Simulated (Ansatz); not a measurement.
Two isomers of CH7BOSSi: A = `[SiH3]BOCS`, B = `OBCS[SiH3]`.

Computed with Ansatz on PBE0-D4/def2-TZVP structures; ΔE is electronic, products minus reactants. CCSD(T)/CBS is the MP2 limit (def2-TZVPP, def2-QZVPP) plus CCSD(T) − MP2 in def2-TZVPP, frozen cores. DFT in def2-TZVPP. B3LYP here is the variant with VWN-RPA as its local correlation; programs differ in this. Each species was taken in one conformer, which may not be the lowest.

A:

```xyz
12

Si    1.413   -0.339   -1.942
B     0.665    0.310   -0.177
O    -0.644    0.135    0.086
C    -1.213    0.540    1.315
S    -1.367   -0.802    2.502
H     2.501   -1.327   -1.692
H     0.391   -0.974   -2.817
H     2.022    0.803   -2.683
H     1.351    0.861    0.650
H    -0.586    1.292    1.802
H    -2.193    0.963    1.100
H    -2.340   -1.463    1.855
```

B:

Z-matrix (Å, degrees):
```
C
B 1 1.570
S 1 1.828 2 108.3
H 1 1.092 2 111.6 3 -121.9
H 1 1.096 2 109.1 3 118.1
O 2 1.351 1 118.2 3 131.5
H 2 1.202 1 121.4 3 -49.0
Si 3 2.124 1 98.7 2 -177.5
H 6 0.960 2 113.4 1 179.2
H 8 1.488 3 111.1 1 60.1
H 8 1.484 3 106.8 1 -179.8
H 8 1.488 3 110.8 1 -59.9
```

Task: Which isomer does CCSD(T)/CBS put lower? Give the gap. (An estimate is asked.)

Result: Ansatz gave: B, by 165.3 kJ/mol.

Task: Give E(B) − E(A) in kJ/mol with CCSD(T)/def2-TZVPP, r2SCAN-D4, CCSD/def2-TZVPP, MP2/def2-TZVPP, PBE0-D4, B3LYP, PBE-D4. (Best estimate.)

Result: Computed: CCSD(T)/def2-TZVPP -158.7, r2SCAN-D4 -162.2, CCSD/def2-TZVPP -159.2, MP2/def2-TZVPP -174.6, PBE0-D4 -160.7, B3LYP -152.5, PBE-D4 -152.9. None reverses the order clearly.

Largest T1 diagnostic: 0.014.

The D4 term adds −3.1 kJ/mol with B3LYP and −1.5 kJ/mol with PBE0; it sums over pairs of atoms, weighted by their polarisabilities, and B3LYP, whose exchange is more repulsive, gets the larger term. From PBE to PBE0 (25 % exact exchange), in def2-TZVPP and without D4, E(B) − E(A) moves by −8.1 kJ/mol.
